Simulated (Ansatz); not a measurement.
C2H7NSSi can be A, `[SiH3]N1CSC1`, or B, `C=NCS[SiH3]`.

Calculated with Ansatz (gas phase, PBE0-D4/def2-TZVP geometries, no zero-point term in ΔE). CCSD(T)/CBS is the MP2 limit (def2-TZVPP, def2-QZVPP) plus CCSD(T) − MP2 in def2-TZVPP, frozen cores. Functionals use def2-TZVPP. B3LYP here is the variant with VWN-RPA as its local correlation; programs differ in this. Each species was taken in one conformer, which may not be the lowest.

A:

Z-matrix (Å, degrees):
```
Si
N 1 1.719
H 1 1.494 2 114.4
H 1 1.486 2 107.6 3 120.0
H 1 1.486 2 107.6 3 -120.0
C 2 1.453 1 128.0 3 -77.4
C 2 1.453 1 127.9 3 77.4
S 6 1.829 2 91.8 1 166.0
H 6 1.094 2 114.2 1 -77.3
H 6 1.096 2 115.1 1 50.4
H 7 1.096 2 115.1 1 -50.4
H 7 1.094 2 114.2 1 77.3
```

B:

```xyz
12

C    -1.966   -0.246    0.778
N    -0.847    0.247    0.482
C     0.318   -0.259    1.146
S     1.448   -1.021   -0.067
Si    1.256    0.427   -1.631
H    -2.858    0.119    0.272
H    -2.093   -1.038    1.528
H     0.839    0.575    1.619
H     0.102   -1.028    1.899
H     2.392    0.104   -2.533
H    -0.006    0.320   -2.400
H     1.414    1.802   -1.094
```

**Question.** Which is lower in electronic energy at CCSD(T)/CBS, and by how much? (Estimate.)

**Answer.** Computed: B, by 8.7 kcal/mol.

**Question.** Give E(B) − E(A) in kcal/mol with B3LYP-D4, PBE-D4, CCSD/def2-TZVPP, B3LYP, PBE0-D4, ωB97M-V, HF/def2-TZVPP. (An estimate is asked.)

**Answer.** Ansatz gave: B3LYP-D4 -10.2, PBE-D4 -9.4, CCSD/def2-TZVPP -8.2, B3LYP -10.5, PBE0-D4 -6.8, ωB97M-V -7.6, HF/def2-TZVPP -9.5. None reverses the order clearly.

Largest T1 diagnostic: 0.012.

From PBE to PBE0 (25 % exact exchange), in def2-TZVPP and without D4, E(B) − E(A) moves by +2.7 kcal/mol.
